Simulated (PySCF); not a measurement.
UHF on Ca (calcium, neutral)

Configuration: [Ar] 4s2, closed-shell 1S. Computed with PySCF 2.14 in aug-cc-pwCVTZ-X2C with one added diffuse shell each of s, p, d, f type (10s9p7d4f, 100 functions), with scalar relativity by spin-free X2C-1e.

| Item | Value |
| --- | --- |
| Total energy | -679.636724 hartree |
| One-electron energy | -930.3484 hartree |
| Hartree (Coulomb) energy | 286.1620 hartree |
| Exchange energy | -35.4503 hartree |
| ⟨S²⟩ | 0.0000 |
| ⟨L²⟩ | 0.000 |
| Sum of ⟨r⟩ | 21.18 bohr |
| Sum of ⟨r²⟩ | 56.21 bohr² |
| Langevin diamagnetic susceptibility | -44.5 ×10⁻⁶ cm³/mol |

| shell | electrons | mean orbital energy (eV) | rms radius, mean of both spins (bohr) |
| --- | --- | --- | --- |
| 1s | 2 | -4084.8 | 0.0888 |
| 2s | 2 | -461.60 | 0.393 |
| 2p | 6 | -371.09 | 0.362 |
| 3s | 2 | -61.544 | 1.24 |
| 3p | 6 | -36.433 | 1.38 |
| 4s | 2 | -5.341 | 4.51 |

Densities and radii are taken from the X2C orbitals without a picture-change correction, which distorts them close to the nucleus.

Spin-orbit constants ζ (cm⁻¹) from the X2C one-electron operator on these orbitals: bare nucleus, nucleus screened by l(l+1)(2l+1)/3 electrons, and screened by the Breit-Pauli mean field of the electrons.

```csv
shell,bare,screened nucleus,mean field
2p,21470,19330,18350
3p,2081,1872,1762
```
